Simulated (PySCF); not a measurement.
**Electron correlation in Br (bromine, neutral)**

[Ar] 3d10 4s1 4p6, 2S determinant (an excited configuration). All numbers are calculated (PySCF 2.14, the spin-free X2C one-electron Hamiltonian (Gaussian nucleus), in ANO-RCC-VTZP). Frozen: [Ar] 3d10; 7 electrons correlated.

MP2 pair energies summed by pair of shells (mhartree):

| pair | energy | share (%) |
| --- | --- | --- |
| 4p-4p | -186.34 | 89.8 |
| 4s-4p | -21.19 | 10.2 |

Total MP2 correlation energy: -207.53 mhartree.

Same-spin part -38.44 and opposite-spin part -169.09 mhartree; SCS-MP2 scales them by 1/3 and 6/5 to -215.72 mhartree.
